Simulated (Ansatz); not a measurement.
Relaxation of the cluster Si₂O₂ with RKS PBE0-D4/def2-TZVP.

```sh
$ ansatz run in.yaml --threads 4 --pin off --events-out ev --progress --plain --max-ram 3916MiB
```

```yaml
crystal:
  periodic: [false, false, false]
  atoms:
    - {symbol: Si, position_ang: [-0.282600, -1.153170, -0.622680]}
    - {symbol: Si, position_ang: [-1.048880, 0.643300, 0.530160]}
    - {symbol: O, position_ang: [0.687580, 0.073100, 0.737500]}
    - {symbol: O, position_ang: [0.643890, 0.436770, -0.644980]}
basis:
  gaussian: {orbitals: def2-TZVP}
hamiltonian: {xc: pbe0, dispersion: d4}
scf: {lower_state_search: "off"}
output: {orbitals: {seedname: orbitals}}
relax: {f_tol: 0.02, max_steps: 100}
```

It took 4.6 s on 4 threads of Arm Neoverse V1 on a shared host.

Positions (Å) and forces (eV/Å) at steps 1, 2, 3, 4, 5 of 5:

```xyz
4
step=1 energy=-19836.6125 eV
Si   -0.283   -1.153   -0.623    1.053   -0.459    0.250
Si   -1.049    0.643    0.530    0.492    1.057   -0.142
O     0.688    0.073    0.738   -0.410   -1.366    0.632
O     0.644    0.437   -0.645   -1.136    0.768   -0.741
4
step=2 energy=-19836.8628 eV
Si   -0.227   -1.184   -0.611    0.371    0.292    0.606
Si   -1.028    0.704    0.524    0.533    0.059   -0.542
O     0.669    0.007    0.732   -0.186   -0.868   -0.029
O     0.586    0.473   -0.645   -0.718    0.516   -0.035
4
step=3 energy=-19836.9642 eV
Si   -0.164   -1.190   -0.546   -0.543   -0.426   -0.258
Si   -0.978    0.754    0.467   -0.706   -0.057    0.167
O     0.652   -0.115    0.699    0.554    0.442   -0.007
O     0.489    0.551   -0.620    0.696    0.041    0.098
4
step=4 energy=-19837.0057 eV
Si   -0.196   -1.193   -0.553    0.037    0.034    0.009
Si   -1.004    0.734    0.470    0.053   -0.001   -0.003
O     0.677   -0.089    0.700   -0.051    0.003   -0.033
O     0.524    0.548   -0.617   -0.039   -0.036    0.027
4
step=5 energy=-19837.0059 eV
Si   -0.194   -1.192   -0.553    0.001   -0.002   -0.001
Si   -1.002    0.735    0.470    0.000    0.002    0.001
O     0.674   -0.089    0.700    0.000   -0.001    0.002
O     0.522    0.547   -0.617    0.000    0.001   -0.002
```

The structure holds 1 bond(s) between oxygen atoms. Another isomer (singlet) lies 5.98 eV lower at PBE0-D4/def2-TZVP; other spin states weren't run for this one.
